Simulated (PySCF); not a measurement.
trisilylphosphine (H₉PSi₃), singlet, at a GFN2-xTB geometry; CCSD(T)/STO-3G run with PySCF.

Input for PySCF:
```python
from pyscf import gto, scf, cc

mol = gto.Mole()
mol.atom = '''
    Si   -0.731504    1.823058   -0.407917
    P     0.188212   -0.173504   -0.737277
    Si    1.864737   -0.162405    0.722091
    Si   -1.275283   -1.529703    0.242275
    H     0.236601    2.814525   -0.869990
    H    -1.054774    2.071249    1.000379
    H    -1.955103    1.860164   -1.204897
    H     2.822957    0.836621    0.255715
    H     2.443405   -1.503574    0.709543
    H     1.428875    0.171890    2.081382
    H    -0.684659   -2.865665    0.231555
    H    -2.496811   -1.479831   -0.557180
    H    -1.574971   -1.136111    1.622375
'''
mol.basis = 'sto-3g'
mol.charge = 0
mol.spin = 0
mol.verbose = 4
mol.build()

mf = scf.RHF(mol)
mf.kernel()

mycc = cc.CCSD(mf)
mycc.kernel()
et = mycc.ccsd_t()
print('E(CCSD(T)) = %.10f' % (mycc.e_tot + et))
mf.analyze()
```

Question: Write the output that PySCF gives for this input, abridged.

Answer: 
```
PySCF version 2.14.0

[INPUT] verbose = 4
[INPUT] num. atoms = 13
[INPUT] num. electrons = 66
[INPUT] charge = 0
[INPUT] spin (= nelec alpha-beta = 2S) = 0
[INPUT] symmetry False subgroup None
[INPUT] Mole.unit = angstrom
[INPUT] Symbol           X                Y                Z      unit          X                Y                Z       unit  Magmom
[INPUT]  1 Si    -0.731504000000   1.823058000000  -0.407917000000 AA   -1.382342219024   3.445080329197  -0.770851411554 Bohr   0.0
[INPUT]  2 P      0.188212000000  -0.173504000000  -0.737277000000 AA    0.355669133357  -0.327875041517  -1.393251607941 Bohr   0.0
[INPUT]  3 Si     1.864737000000  -0.162405000000   0.722091000000 AA    3.523842224343  -0.306900971260   1.364554227013 Bohr   0.0
[INPUT]  4 Si    -1.275283000000  -1.529703000000   0.242275000000 AA   -2.409935601314  -2.890719721926   0.457833396829 Bohr   0.0
[INPUT]  5 H      0.236601000000   2.814525000000  -0.869990000000 AA    0.447111090798   5.318681420741  -1.644042831110 Bohr   0.0
[INPUT]  6 H     -1.054774000000   2.071249000000   1.000379000000 AA   -1.993233983312   3.914093345779   1.890442330766 Bohr   0.0
[INPUT]  7 H     -1.955103000000   1.860164000000  -1.204897000000 AA   -3.694609215316   3.515200506775  -2.276925338310 Bohr   0.0
[INPUT]  8 H      2.822957000000   0.836621000000   0.255715000000 AA    5.334615591424   1.580984560060   0.483231315943 Bohr   0.0
[INPUT]  9 H      2.443405000000  -1.503574000000   0.709543000000 AA    4.617366261393  -2.841343068017   1.340841943602 Bohr   0.0
[INPUT] 10 H      1.428875000000   0.171890000000   2.081382000000 AA    2.700182416238   0.324825023551   3.933241940599 Bohr   0.0
[INPUT] 11 H     -0.684659000000  -2.865665000000   0.231555000000 AA   -1.293817998719  -5.415322014752   0.437575532774 Bohr   0.0
[INPUT] 12 H     -2.496811000000  -1.479831000000  -0.557180000000 AA   -4.718288974801  -2.796475300641  -1.052917602085 Bohr   0.0
[INPUT] 13 H     -1.574971000000  -1.136111000000   1.622375000000 AA   -2.976263844132  -2.146938637106   3.065844421341 Bohr   0.0

nuclear repulsion = 347.6883644485
number of shells = 29
number of NR pGTOs = 135
number of NR cGTOs = 45
basis = sto-3g
ecp = {}

******** <class 'pyscf.scf.hf.RHF'> ********
method = RHF
initial guess = minao
damping factor = 0
level_shift factor = 0
DIIS = <class 'pyscf.scf.diis.CDIIS'>
diis_start_cycle = 1
diis_space = 8
diis_damp = 0
SCF conv_tol = 1e-09
SCF conv_tol_grad = None
SCF max_cycles = 50
direct_scf = True
direct_scf_tol = 1e-13
Set gradient conv threshold to 3.16228e-05
Initial guess from minao.
init E= -1198.04462488153
  HOMO = -0.256672475102407  LUMO = 0.228583746881996  gap/eV = 13.20449
cycle= 1 E= -1198.97262785541  delta_E= -0.928  |g|= 0.228  |ddm|= 3.78
  HOMO = -0.174551633731724  LUMO = 0.423649078875181  gap/eV = 16.27787
cycle= 2 E= -1198.99957403242  delta_E= -0.0269  |g|= 0.0653  |ddm|= 0.541
  HOMO = -0.226030343010326  LUMO = 0.400808148333202  gap/eV = 17.05714
cycle= 3 E= -1199.00144104393  delta_E= -0.00187  |g|= 0.0142  |ddm|= 0.139
  HOMO = -0.224690861453767  LUMO = 0.402421501059158  gap/eV = 17.06460
cycle= 4 E= -1199.0015885514  delta_E= -0.000148  |g|= 0.00151  |ddm|= 0.0442
  HOMO = -0.224862401595238  LUMO = 0.402217704939732  gap/eV = 17.06372
cycle= 5 E= -1199.00159110983  delta_E= -2.56e-06  |g|= 0.000358  |ddm|= 0.00704
  HOMO = -0.224965020726482  LUMO = 0.402177525098034  gap/eV = 17.06542
cycle= 6 E= -1199.00159126945  delta_E= -1.6e-07  |g|= 3.5e-05  |ddm|= 0.0022
  HOMO = -0.224952084330089  LUMO = 0.402185687288024  gap/eV = 17.06529
cycle= 7 E= -1199.00159127068  delta_E= -1.23e-09  |g|= 4.08e-06  |ddm|= 0.000181
  HOMO = -0.224952511923444  LUMO = 0.402185107760888  gap/eV = 17.06528
cycle= 8 E= -1199.00159127069  delta_E= -1.77e-11  |g|= 4.11e-07  |ddm|= 1.72e-05
  HOMO = -0.224952378721979  LUMO = 0.402185305808774  gap/eV = 17.06529
Extra cycle  E= -1199.0015912707  delta_E= -4.55e-12  |g|= 1.08e-07  |ddm|= 9.81e-07
converged SCF energy = -1199.0015912707

******** <class 'pyscf.cc.ccsd.CCSD'> ********
CC2 = 0
CCSD nocc = 33, nmo = 45
max_cycle = 50
direct = 0
conv_tol = 1e-07
conv_tol_normt = 1e-05
diis_space = 6
diis_start_cycle = 0
diis_start_energy_diff = 1e+09
Init t2, MP2 energy = -1199.16443926924  E_corr(MP2) -0.162847998540865
Init E_corr(CCSD) = -0.162847998540872
cycle = 1  E_corr(CCSD) = -0.203283785964221  dE = -0.0404357874  norm(t1,t2) = 0.0643035
cycle = 2  E_corr(CCSD) = -0.217191814987439  dE = -0.013908029  norm(t1,t2) = 0.0234827
cycle = 3  E_corr(CCSD) = -0.224991562155727  dE = -0.00779974717  norm(t1,t2) = 0.00924366
cycle = 4  E_corr(CCSD) = -0.225149090778479  dE = -0.000157528623  norm(t1,t2) = 0.00142383
cycle = 5  E_corr(CCSD) = -0.225122877637649  dE = 2.62131408e-05  norm(t1,t2) = 0.000499974
cycle = 6  E_corr(CCSD) = -0.225123367423189  dE = -4.8978554e-07  norm(t1,t2) = 8.66229e-05
cycle = 7  E_corr(CCSD) = -0.225122308225216  dE = 1.05919797e-06  norm(t1,t2) = 2.52016e-05
cycle = 8  E_corr(CCSD) = -0.225122260898488  dE = 4.73267287e-08  norm(t1,t2) = 9.18246e-06
CCSD converged
E(CCSD) = -1199.226713531597  E_corr = -0.2251222608984876
CCSD(T) correction = -0.00245755442212253
E(CCSD(T)) = -1199.2291710860
**** SCF Summaries ****
Total Energy =                       -1199.001591270698782
Nuclear Repulsion Energy =             347.688364448499897
One-electron Energy =                -2363.930027384534242
Two-electron Energy =                  817.240071665335563
Two-electron Coulomb Energy =          904.678310861640057
DFT Exchange-Correlation Energy =      -87.438239196304494
HOMO-LUMO gap [eV] =                    17.065285621455303
**** MO energy ****
MO #1   energy= -78.8339741157229  occ= 2
MO #2   energy= -67.961400156342   occ= 2
MO #3   energy= -67.9614001393273  occ= 2
MO #4   energy= -67.9613912642629  occ= 2
MO #5   energy= -7.16947449794525  occ= 2
MO #6   energy= -5.95032917978234  occ= 2
MO #7   energy= -5.95032916600625  occ= 2
MO #8   energy= -5.95005887377008  occ= 2
MO #9   energy= -4.99264520588927  occ= 2
MO #10  energy= -4.99264520451657  occ= 2
MO #11  energy= -4.98985479302331  occ= 2
MO #12  energy= -3.97622096520364  occ= 2
MO #13  energy= -3.97622095171612  occ= 2
MO #14  energy= -3.97571902964229  occ= 2
MO #15  energy= -3.97549856955505  occ= 2
MO #16  energy= -3.97494283330112  occ= 2
MO #17  energy= -3.97494282692168  occ= 2
MO #18  energy= -3.97443185656144  occ= 2
MO #19  energy= -3.97440805170922  occ= 2
MO #20  energy= -3.97440804276912  occ= 2
MO #21  energy= -0.806180538000908 occ= 2
MO #22  energy= -0.68163575981995  occ= 2
MO #23  energy= -0.681635735106693 occ= 2
MO #24  energy= -0.593701453828634 occ= 2
MO #25  energy= -0.449537543237073 occ= 2
MO #26  energy= -0.445460203397984 occ= 2
MO #27  energy= -0.44546011149153  occ= 2
MO #28  energy= -0.426830187700166 occ= 2
MO #29  energy= -0.42682999146412  occ= 2
MO #30  energy= -0.422942131378437 occ= 2
MO #31  energy= -0.314740099934233 occ= 2
MO #32  energy= -0.314740014480951 occ= 2
MO #33  energy= -0.224952378721979 occ= 2
MO #34  energy= 0.402185305808774  occ= 0
MO #35  energy= 0.414486664700705  occ= 0
MO #36  energy= 0.414486746268161  occ= 0
MO #37  energy= 0.53027362638598   occ= 0
MO #38  energy= 0.533881370109909  occ= 0
MO #39  energy= 0.533881912054112  occ= 0
MO #40  energy= 0.539177010166494  occ= 0
MO #41  energy= 0.539177122328435  occ= 0
 ** Mulliken pop on meta-lowdin orthogonal AOs  **
 ** Mulliken pop  **
 ** Mulliken atomic charges  **
charge of    0Si =      0.45253
charge of    1P =     -0.10007
charge of    2Si =      0.45253
charge of    3Si =      0.45253
charge of    4H =     -0.13779
charge of    5H =     -0.14359
charge of    6H =     -0.13779
charge of    7H =     -0.13779
charge of    8H =     -0.13779
charge of    9H =     -0.14359
charge of   10H =     -0.13779
charge of   11H =     -0.13779
charge of   12H =     -0.14359
Dipole moment(X, Y, Z, Debye): -0.19044,  0.17556,  0.74600
```
